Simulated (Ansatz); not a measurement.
A CCSD(T) single point on CH$_{6}$Cl$_{2}$SSi$_{2}$ (`C[SiH](Cl)S[SiH2]Cl`).

```yaml
crystal:
  periodic: [false, false, false]
  atoms:
    - {symbol: C, position_ang: [1.260455, -0.783743, -1.922762]}
    - {symbol: Si, position_ang: [0.396793, 0.242660, -0.646281]}
    - {symbol: Cl, position_ang: [1.780670, 1.207635, 0.533724]}
    - {symbol: S, position_ang: [-0.795871, -1.089954, 0.525024]}
    - {symbol: Si, position_ang: [-1.430965, 0.188430, 2.098614]}
    - {symbol: Cl, position_ang: [-2.359890, 1.878192, 1.395783]}
    - {symbol: H, position_ang: [1.899926, -1.530473, -1.448554]}
    - {symbol: H, position_ang: [1.879057, -0.145835, -2.558063]}
    - {symbol: H, position_ang: [0.528330, -1.297201, -2.550996]}
    - {symbol: H, position_ang: [-0.451878, 1.299978, -1.235113]}
    - {symbol: H, position_ang: [-0.296299, 0.631294, 2.933014]}
    - {symbol: H, position_ang: [-2.410327, -0.600992, 2.875611]}
basis:
  gaussian: {orbitals: def2-TZVPP}
correlation: {method: ccsd_t}
```

```sh
$ ansatz run in.yaml --threads 2 --pin off --events-out ev --progress --plain --max-ram 22528MiB --backend cuda --devices 0, --max-vram 18GiB
```

The program prints (abridged):

```
Functional definition: HF
1870 factors; integrals over basis functions are off by at most 8.0e-4 eV
mean field evaluation 1: about -52678.3043 eV, gradient 3.0e1 eV
mean field evaluation 2: about -52678.7288 eV, gradient 3.1e1 eV
mean field evaluation 4: about -52681.6446 eV, gradient 3.5e0 eV
mean field evaluation 8: about -52681.7046 eV, gradient 2.2e-1 eV
mean field -52681.70488777 eV, -1936.0169456833 hartree, gradient 3.6e-6 eV, S^2 0.000000; 0 other end points of the search recorded, 0 dependent functions left out
26 core orbitals not correlated: weight in the atoms' cores, before any rotation towards them, 1.000 or more for the frozen orbitals, at most 0.000 for the correlated occupied ones
reference -52681.70488777 eV, -1936.0169456833 hartree; 19, 19 occupied and 280, 280 virtual orbitals, 1870 factors
second order -26.48287623 eV of doubles, -0.00000000 eV of singles
cycle   1  -27.90981033 eV  change    -1.4e0 eV  update   1.1e-1
cycle   2  -28.57207571 eV  change   -6.6e-1 eV  update   3.0e-2
cycle   3  -28.67675251 eV  change   -1.0e-1 eV  update   1.3e-2
cycle   4  -28.66636878 eV  change    1.0e-2 eV  update   3.0e-3
cycle   5  -28.66505756 eV  change    1.3e-3 eV  update   1.1e-3
cycle   6  -28.66493775 eV  change    1.2e-4 eV  update   3.1e-4
cycle   7  -28.66482748 eV  change    1.1e-4 eV  update   1.1e-4
cycle   8  -28.66484256 eV  change   -1.5e-5 eV  update   3.4e-5
perturbative correction -1.25342835 eV, -0.0460626424 hartree
Total energy: -52711.62315868 eV, -1937.1164218599 hartree
```

Run time 9.5 s (2 threads of an AMD EPYC 7R13 on a shared host and a share of an NVIDIA H100 80 GB); peak host memory 0.87 GiB.

Correlation energy per correlated electron: -0.787 eV. T1 diagnostic: 0.0100.
